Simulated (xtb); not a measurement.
OP (SMILES O=[P]), doublet, from a rough starting geometry; GFN2-xTB in xtb 6.7.1.

xtb was given this input:
```
$ xtb mol.xyz --gfn 2 --uhf 1 --opt vtight --json

# file mol.xyz
2

P      0.02674861    -0.02990763    -0.74584975
O     -0.05613543     0.03637520     0.70996698
```

Output, abridged:

```
   ID    Z sym.   atoms
    1   15 P      1
    2    8 O      2

           -------------------------------------------------
          |                Calculation Setup                |
           -------------------------------------------------

           -------------------------------------------------
          |                 G F N 2 - x T B                 |
           -------------------------------------------------

          ...................................................
          :                      SETUP                      :
          :.................................................:
          :  # basis functions                  14          :
          :  # atomic orbitals                  13          :
          :  # shells                            5          :
          :  # electrons                        11          :
          :  max. iterations                   250          :
          :  Hamiltonian                  GFN2-xTB          :
          :  restarted?                      false          :
          :  GBSA solvation                  false          :
          :  PC potential                    false          :
          :  electronic temp.          300.0000000     K    :
          :  accuracy                    1.0000000          :
          :  -> integral cutoff          0.2500000E+02      :
          :  -> integral neglect         0.1000000E-07      :
          :  -> SCF convergence          0.1000000E-05 Eh   :
          :  -> wf. convergence          0.1000000E-03 e    :
          :  Broyden damping             0.4000000          :
          :  net charge                          0          :
          :  unpaired electrons                  1          :
          ...................................................

 iter      E             dE          RMSdq      gap      omega  full diag
   1     -6.5135215 -0.651352E+01  0.161E+01    0.00       0.0  T
   2     -6.5844435 -0.709221E-01  0.722E+00    0.00       1.0  T
   3     -6.5847079 -0.264339E-03  0.369E+00    0.00       1.0  T
   4     -6.5848101 -0.102262E-03  0.432E-01    0.00       1.0  T
   5     -6.5848107 -0.579805E-06  0.179E-01    0.00       1.0  T
   6     -6.5848116 -0.860168E-06  0.105E-01    0.00       1.0  T
   7     -6.5848148 -0.318999E-05  0.329E-02    0.00       2.1  T
   8     -6.5848158 -0.105596E-05  0.109E-02    0.00       6.5  T
   9     -6.5848159 -0.105986E-06  0.108E-03    0.00      65.5  T
  10     -6.5848159 -0.574627E-09  0.232E-04    0.00     304.3  T
  11     -6.5848159 -0.531966E-10  0.505E-05    0.00    1399.9  T

   *** convergence criteria satisfied after 11 iterations ***

         :::::::::::::::::::::::::::::::::::::::::::::::::::::
         ::                     SUMMARY                     ::
         :::::::::::::::::::::::::::::::::::::::::::::::::::::
         :: total energy              -6.554274579406 Eh    ::
         :: gradient norm              0.008212071538 Eh/a0 ::
         :: HOMO-LUMO gap              0.000000000000 eV    ::
         ::.................................................::
         :: SCC energy                -6.584815930477 Eh    ::
         :: -> isotropic ES            0.014761258695 Eh    ::
         :: -> anisotropic ES          0.005721392224 Eh    ::
         :: -> anisotropic XC          0.000765398943 Eh    ::
         :: -> dispersion             -0.000496004981 Eh    ::
         :: repulsion energy           0.030541351071 Eh    ::
         :: add. restraining           0.000000000000 Eh    ::
         :: total charge              -0.000000000000 e     ::
         :::::::::::::::::::::::::::::::::::::::::::::::::::::

      -----------------------------------------------------------
     |                   =====================                   |
     |                        A N C O P T                        |
     |                   =====================                   |
     |               Approximate Normal Coordinate               |
     |                Rational Function Optimizer                |
      -----------------------------------------------------------
      -----------------------------------------------------------
     |                   =====================                   |
     |                        A N C O P T                        |
     |                   =====================                   |
     |               Approximate Normal Coordinate               |
     |                Rational Function Optimizer                |
      -----------------------------------------------------------

          ...................................................
          :                      SETUP                      :
          :.................................................:
          :   optimization level         verytight          :
          :   max. optcycles                   200          :
          :   ANC micro-cycles                  20          :
          :   degrees of freedom                 1          :
          :.................................................:
          :   RF solver                   davidson          :
          :   write xtbopt.log                true          :
          :   linear (good luck)              true          :
          :   energy convergence         0.1000000E-06 Eh   :
          :   grad. convergence          0.2000000E-03 Eh/α :
          :   maxmium RF displ.          1.0000000          :
          :   Hlow (freq-cutoff)         0.1000000E-01      :
          :   Hmax (freq-cutoff)         5.0000000          :
          :   S6 in model hess.         20.0000000          :
          ...................................................

generating ANC from exact Hessian ...
Using Lindh-Hessian (1995)
 Shifting diagonal of input Hessian by    0.0000000000000000
 Lowest  eigenvalues of input Hessian
    0.000000    0.000000    0.000000    0.000000    0.000000    2.418704
 Highest eigenvalues
[...]
 * total energy  :    -6.5542746 Eh     change       -0.2775558E-11 Eh
 * total energy  :    -6.5542947 Eh     change       -0.2007471E-04 Eh
 * total energy  :    -6.5542994 Eh     change       -0.4711071E-05 Eh
 * total energy  :    -6.5542994 Eh     change       -0.8305410E-09 Eh
   *** GEOMETRY OPTIMIZATION CONVERGED AFTER 4 ITERATIONS ***
[...]
           -------------------------------------------------

          ...................................................
          :                      SETUP                      :
          :.................................................:
          :  # basis functions                  14          :
          :  # atomic orbitals                  13          :
          :  # shells                            5          :
          :  # electrons                        11          :
          :  max. iterations                   250          :
          :  Hamiltonian                  GFN2-xTB          :
          :  restarted?                      false          :
          :  GBSA solvation                  false          :
          :  PC potential                    false          :
          :  electronic temp.          300.0000000     K    :
          :  accuracy                    1.0000000          :
          :  -> integral cutoff          0.2500000E+02      :
          :  -> integral neglect         0.1000000E-07      :
          :  -> SCF convergence          0.1000000E-05 Eh   :
          :  -> wf. convergence          0.1000000E-03 e    :
          :  Broyden damping             0.4000000          :
          :  net charge                          0          :
          :  unpaired electrons                  1          :
          ...................................................

 iter      E             dE          RMSdq      gap      omega  full diag
   1     -6.5859676 -0.658597E+01  0.131E-04    0.00       0.0  T
   2     -6.5859676 -0.929035E-12  0.972E-05    0.00     727.6  T
   3     -6.5859676 -0.213163E-12  0.530E-05    0.00    1332.9  T

   *** convergence criteria satisfied after 3 iterations ***

         :::::::::::::::::::::::::::::::::::::::::::::::::::::
         ::                     SUMMARY                     ::
         :::::::::::::::::::::::::::::::::::::::::::::::::::::
         :: total energy              -6.554299366023 Eh    ::
         :: gradient norm              0.000029059168 Eh/a0 ::
         :: HOMO-LUMO gap              0.000000000000 eV    ::
         ::.................................................::
         :: SCC energy                -6.585967591632 Eh    ::
         :: -> isotropic ES            0.014572997752 Eh    ::
         :: -> anisotropic ES          0.005704318022 Eh    ::
         :: -> anisotropic XC          0.000768979191 Eh    ::
         :: -> dispersion             -0.000495641675 Eh    ::
         :: repulsion energy           0.031668225608 Eh    ::
         :: add. restraining           0.000000000000 Eh    ::
         :: total charge              -0.000000000000 e     ::
         :::::::::::::::::::::::::::::::::::::::::::::::::::::

           -------------------------------------------------
          |                Property Printout                |
           -------------------------------------------------

    * Orbital Energies and Occupations

         #    Occupation            Energy/Eh            Energy/eV
      -------------------------------------------------------------
         1        2.0000           -0.7194154             -19.5763
         2        2.0000           -0.6165407             -16.7769
         3        2.0000           -0.5139497             -13.9853
         4        2.0000           -0.5139497             -13.9853
         5        2.0000           -0.4985344             -13.5658
         6        0.5000           -0.3215739              -8.7505 (HOMO)
         7        0.5000           -0.3215739              -8.7505 (LUMO)
         8                         -0.0804370              -2.1888
         9                         -0.0313291              -0.8525
        10                         -0.0313291              -0.8525
        11                          0.1461965               3.9782
        12                          0.1461965               3.9782
        13                          0.9043742              24.6093
      -------------------------------------------------------------
                  HL-Gap            0.0000000 Eh            0.0000 eV
             Fermi-level           -0.3658141 Eh           -9.9543 eV

     #   Z          covCN         q      C6AA      α(0)
     1  15 P        0.808     0.242   175.187    24.601
     2   8 O        0.808    -0.242    18.776     5.809

 Mol. C6AA /au·bohr⁶  :        302.513221
 Mol. C8AA /au·bohr⁸  :      13713.760845
 Mol. α(0) /au        :         30.409563

Wiberg/Mayer (AO) data.
largest (>0.10) Wiberg bond orders for each atom

 ---------------------------------------------------------------------------
     #   Z sym  total        # sym  WBO       # sym  WBO       # sym  WBO
 ---------------------------------------------------------------------------
     1  15 P    2.261 --     2 O    2.261
     2   8 O    2.261 --     1 P    2.261
 ---------------------------------------------------------------------------

Topologies differ in total number of bonds
Writing topology from bond orders to xtbtopo.mol

molecular dipole:
                 x           y           z       tot (Debye)
 q only:        0.038      -0.030      -0.663
   full:        0.036      -0.029      -0.632       1.610
molecular quadrupole (traceless):
                xx          xy          yy          xz          yz          zz
 q only:       -0.024       0.002      -0.022       0.026      -0.005       0.046
  q+dip:        0.165       0.003       0.169       0.057      -0.030      -0.334
   full:        0.913       0.009       0.919       0.185      -0.133      -1.831

optimized geometry written to: xtbopt.xyz

           -------------------------------------------------
          | TOTAL ENERGY               -6.554299366023 Eh   |
          | GRADIENT NORM               0.000029059168 Eh/α |
          | HOMO-LUMO GAP               0.000000000000 eV   |
           -------------------------------------------------
```
